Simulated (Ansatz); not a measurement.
Basis-set extrapolation for CH$_{6}$FNSSi, SMILES `NC(F)([SiH3])S` (PBE0-D4/def2-TZVP geometry, frozen core, Ansatz 0.2.0). Multiplicity 1, RHF reference.

```csv
,def2-TZVPP,def2-QZVPP
HF,-881.800233,-881.829268
MP2 correlation,-0.937884,-1.014196
CCSD(T) correlation,-1.025339,not run
```

Energies in hartree. Use E(X) = E(∞) + A·exp(−7.88·√X) for Hartree–Fock and E(X) = E(∞) + B·X^(−2.97) for correlation, with X = 3 and 4, and add CCSD(T) minus MP2 of the smaller set to the MP2 limit.

**Question.** What is the CCSD(T) energy at the basis-set limit?

**Answer.** HF limit: -881.829268 + (-0.029035) × 0.13774 = -881.83327. MP2 limit: -1.014196 + (-0.076312) × 0.74074 = -1.07072. Higher-order term: -1.025339 − (-0.937884) = -0.08745. Total: -882.99144 hartree, 435.5 kJ/mol below CCSD(T)/def2-TZVPP.
